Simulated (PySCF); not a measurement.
## From computed data to an observable: oscillator strength and radiative lifetime

hexafluorocyclobutene (C4F6), SMILES FC1=C(F)C(F)(F)C1(F)F.

Geometry: PBE0-D3(BJ)/def2-SVP.

TDA-PBE0/def2-SVPD (PySCF 2.14.0) puts the first singlet state with f over 0.02 at 7.31 eV (vertical), with the transition dipole (0.000, -0.395, 0.000) in atomic units.

Question: Find the oscillator strength, the wavelength and the radiative lifetime that this transition would have in vacuum if emission retraced absorption.

Answer: 
|μ|² = 0.1560 au, so |μ| = 1.00 D. ΔE = 7.31/27.211 = 0.2686 hartree. f = (2/3) ΔE |μ|² = 0.028 (the program prints 0.028).
λ = 1239.84/7.31 = 170 nm; ν = 58959 cm⁻¹.
Einstein's coefficient A = 0.6670 ν² f s⁻¹ (ν in cm⁻¹) = 6.5e7 s⁻¹, so τ = 1/A = 15 ns. This state is S2; the lower singlet has f = 0.000. The figure is the radiative limit of this one transition; relaxation, internal conversion, crossing to triplets and a medium change what is measured.
